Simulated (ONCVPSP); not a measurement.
# Pseudopotential generation for Rh: ONCV, PBE, scalar-relativistic.

- Element: rhodium
- Generator: ONCVPSP 4.0.1
- Type: optimised norm-conserving Vanderbilt (ONCV)
- Functional: PBE
- Relativity: scalar-relativistic
- Frozen core: [Ar] 3d10
- Valence charge: 17
- Reference configuration: 4s2 4p6 4d8 5s1
- Partial waves: 4s+5s: rc 1.40 bohr, ncon 4, nbas 9, qcut 8.2 1/bohr, 2 projectors; 4p: rc 1.45 bohr, ncon 4, nbas 8, qcut 7.5 1/bohr, 2 projectors, debl 0.7 Ha; 4d: rc 2.20 bohr, ncon 5, nbas 10, qcut 5.7 1/bohr, 2 projectors, debl 0.8 Ha; f scattering state at 0.14 Ha: rc 1.90 bohr, ncon 5, nbas 9, qcut 6.7 1/bohr, 2 projectors, debl 2.2 Ha
- Local potential: polynomial inside 1.35 bohr (lpopt 5, dvloc0 6 Ha)
- Core correction: Teter function, fcfact 1.75, rcfact 1.7

In the p channel the program set the typed energies aside and used -1.853, 0.250 Ha.

All-electron outer shells of the reference configuration (PBE, scalar-relativistic, ld1.x):

```json
{"shell": "3d", "level (eV)": "-300.61", "outermost node (bohr)": "–", "outermost maximum (bohr)": "0.29"}
{"shell": "4s", "level (eV)": "-82.49", "outermost node (bohr)": "0.47", "outermost maximum (bohr)": "0.88"}
{"shell": "4p", "level (eV)": "-50.42", "outermost node (bohr)": "0.47", "outermost maximum (bohr)": "0.94"}
{"shell": "4d", "level (eV)": "-5.94", "outermost node (bohr)": "0.46", "outermost maximum (bohr)": "1.14"}
{"shell": "5s", "level (eV)": "-4.30", "outermost node (bohr)": "1.19", "outermost maximum (bohr)": "2.63"}
```

Calculated quality:

| Item | Value |
| --- | --- |
| Cutoffs needed | 26 Ha and 62 Ha (the cutoffs (Ha) at which the residual kinetic energy of the hardest occupied pseudo-wave falls to 1 and 0.1 mHa per electron) The cutoffs count occupied waves only; projector 2 of the f channel, the hardest unoccupied one, needs 69 Ha at the loose tolerance. |
| Ghost test | no bound ghost flagged; no localised positive-energy state flagged |
| Largest excitation error | +71 meV (all-electron minus pseudo) for 4s2 4p6 4d6 5s0, out of 4 test configurations |
| rms error of d²Exc/dni dnj | 2.51 mHa without and 1.31 mHa with the model core |

Generation and tests took about 4.2 s on one core of a shared server CPU.
